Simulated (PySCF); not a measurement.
Molfile (atoms numbered from 1):
```
CH6F2P2Si
     RDKit          3D

 12 11  0  0  0  0  0  0  0  0999 V2000
    2.4680   -0.3379    0.9885 F   0  0  0  0  0  0  0  0  0  0  0  0
    1.6599    0.5531    0.3611 C   0  0  0  0  0  0  0  0  0  0  0  0
    1.1361    1.3841    1.3063 F   0  0  0  0  0  0  0  0  0  0  0  0
    0.2165   -0.3627   -0.5316 Si  0  0  0  0  0  4  0  0  0  0  0  0
   -1.1064    1.2678   -1.3805 P   0  0  0  0  0  0  0  0  0  0  0  0
   -0.6226   -1.8007    0.9991 P   0  0  0  0  0  0  0  0  0  0  0  0
    2.2859    1.1673   -0.3131 H   0  0  0  0  0  0  0  0  0  0  0  0
    0.7973   -1.1314   -1.6734 H   0  0  0  0  0  0  0  0  0  0  0  0
   -1.7410    1.5253   -0.1273 H   0  0  0  0  0  0  0  0  0  0  0  0
   -2.1093    0.3453   -1.8116 H   0  0  0  0  0  0  0  0  0  0  0  0
   -1.8832   -1.9059    0.3322 H   0  0  0  0  0  0  0  0  0  0  0  0
   -1.0581   -0.7311    1.8421 H   0  0  0  0  0  0  0  0  0  0  0  0
  1  2  1  0
  2  3  1  0
  2  4  1  0
  4  5  1  0
  4  6  1  0
  2  7  1  0
  4  8  1  0
  5  9  1  0
  5 10  1  0
  6 11  1  0
  6 12  1  0
M  END
```

Geometry: PBE0-D3(BJ)/def2-SVP; GIAO shifts from PySCF 2.14.0 with density-fitted response routines, gas phase, non-relativistic, averaged over equivalent atoms.

At KT3/pcSseg-1 (153 basis functions, 33 s wall time on 1 thread of an Arm Neoverse N1, shared host):
| atoms | δ (ppm) |
| --- | --- |
| F1/F3 | -149.5 |
| C2 | 122.0 |
| Si4 | -16.6 |
| P5/P6 | -226.1 |
| H7 | 6.43 |
| H8 | 4.41 |
| H9/H10/H11/H12 | 1.76 |

Referencing at the same level of theory: 19F (σ = 149.45 ppm) against CFCl3; 13C (σ = 182.31 ppm), 29Si (σ = 365.51 ppm), 1H (σ = 31.32 ppm) vs TMS; 31P (σ = 332.35 ppm) against H3PO4.

Question: Predict the values at B3LYP/pcSseg-1 on the same geometry.

Answer: 
| atoms | δ at B3LYP/pcSseg-1 | change |
| --- | --- | --- |
| F1/F3 | -143.2 | +6.3 |
| C2 | 126.0 | +4.0 |
| Si4 | -10.3 | +6.3 |
| P5/P6 | -239.0 | -12.9 |
| H7 | 6.29 | -0.14 |
| H8 | 4.44 | +0.03 |
| H9/H10/H11/H12 | 1.74 | -0.02 |

References, each an isolated molecule treated in the same way: 19F (171.94 ppm) against CFCl3; 13C (179.24 ppm), 29Si (337.86 ppm), 1H (31.38 ppm) vs TMS; 31P (297.42 ppm) vs H3PO4.

The largest change is at P5/P6 (phosphorus bonded to Si, 2 H). Cost: 153 basis functions, 25 s wall time on 1 thread of an Arm Neoverse N1, shared host.

Unscaled 19F shifts against computed CFCl3 carry errors that often reach 10 to 50 ppm. Experimental scales use liquid or dissolved standards, which lie at an offset from isolated H3PO4.
